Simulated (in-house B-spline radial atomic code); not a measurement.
How numerical settings move a run on the molybdenum ion Mo⁺, [Kr] 4d5. Computed with a B-spline radial code for spherical atoms: scalar-relativistic (X2C) TPSSh, spherical fractional occupations, Fermi nucleus of rms radius 4.4091 fm.

Command:
```bash
python run_scf.py task.json out
```
Settings of the sound reference run:
```
Z                42
electrons        41
configuration    [Kr] 4d5
hamiltonian      x2c
method           tpssh
spin_polarised   False
nucleus          fermi
rms_radius       4.4091
mass_number      98
atomic_mass      97.9054
speed_of_light   137.036
knot_spacing     0.22
spline_order     8
gauss_points     12
box_radius       35.29
max_iterations   70
damping          0.5
damped_steps     3
diis_vectors     10
tolerance        1e-08
start            Thomas-Fermi
```

Time taken, with all properties: 0.46 s on 1 thread of Arm Neoverse N1, on a shared host.

It converges in 8 iterations to -4047.780401 hartree, with 4d at -10.2855 eV. The other runs change the listed settings, some to values that make no sense; their results aren't properties of the atom or ion. Radii are in bohr (the nuclear one in fm), a minus after a letter asks for a j subshell, and «unchanged» means within 1e-8 hartree. The run stops when the residual is below 10 × tolerance × max(1, Z/10), or a noise floor if that is larger, and the energy moves by less than 1e-8 × √|E| hartree; so very loose and very tight tolerances often act alike.

| changed settings | outcome |
| --- | --- |
| tolerance = 1e-06 | converged in 6 iterations, energy +1.60e-08 hartree from the reference, 4d level -1.4e-03 eV |
| tolerance = 1e-13 | converged in 8 iterations, energy unchanged |
| damping = 0.95 | converged in 9 iterations, energy unchanged, 4d level -9.9e-06 eV |
| gauss_points = 6, box_radius = 70.58, max_iterations = 75, damping = 0.8, tolerance = 1e-13 | converged in 9 iterations, energy +1.55e-07 hartree from the reference, 4d level -4.7e-06 eV |
| damping = 0.8 | converged in 9 iterations, energy unchanged, 4d level -4.8e-06 eV |
| electrons = 44, configuration = [Kr] 4d5 5s3, max_iterations = 100 | stopped with error: shell 5s holds at most 2 electrons |
| damped_steps = 30 | converged in 14 iterations, energy unchanged, 4d level +6.4e-06 eV |
| hamiltonian = dirac, method = hf, spin_polarised = True | stopped with error: spin polarisation is not served with the Dirac Hamiltonian |
| box_radius = 7.06, max_iterations = 50, tolerance = 1e-05 | converged in 5 iterations, energy +2.02e-03 hartree from the reference, 4d level +1.2e-01 eV (the program warns: 4d reaches the box edge) |
| damped_steps = 8 | converged in 10 iterations, energy unchanged, 4d level +4.9e-06 eV |

What happens with spline_order = 6, max_iterations = 12?

Converged in 8 iterations, energy -8.53e-06 hartree from the reference, 4d level +3.1e-05 eV.

What happens with max_iterations = 60, damping = 0, damped_steps = 1, start = bare nucleus?

Converged in 7 iterations, energy unchanged, 4d level -1.2e-05 eV.

What happens with tolerance = 1e-05?

Converged in 5 iterations, energy +2.59e-08 hartree from the reference, 4d level +1.1e-03 eV.

What happens with electrons = 42, configuration = [Kr] 4d5 2f1, max_iterations = 75?

Stopped with error: there is no 2f shell.
